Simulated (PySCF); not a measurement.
Gas-phase reaction: 2 borazine + 2 NH3 ⇌ 3 B2H6 + 4 N2

Energies from PySCF (xtb for GFN2), thermal terms from the rigid-rotor harmonic-oscillator model, ideal gas at 1 bar. † marks an energy on the PBE0/def2-TZVP geometry and frequencies; other levels use their own. 6-31G* has spherical d functions here. All species are closed-shell singlets. B3LYP is the form with VWN-RPA correlation. The harmonic model lacks anharmonicity and excited electronic states, which grow with temperature; levels with a mode under 35 cm⁻¹ are left out.

```
level               ΔE electronic, kJ  ΔH°(298 K), kJ  ΔS°(298 K), J/K  ΔG°(800 K), kJ
------------------  -----------------  --------------  ---------------  --------------
B3LYP/6-31G*                     1264            1169              503             764
GFN2-xTB                         1909            1800              502            1395
HF/6-31G*                        1211            1107              502             703
HF/def2-TZVP†                    1233            1133              504             728
PBE/def2-TZVP†                   1297            1197              504             792
PBE0/def2-TZVP                   1369            1269              504             864
LDA/def2-TZVP†                   1618            1518              504            1113
ωB97M-V/def2-TZVP†               1321            1221              504             816
```
ΔH° is lowest at HF/6-31G* and highest at GFN2-xTB. No reference value is set beside these.
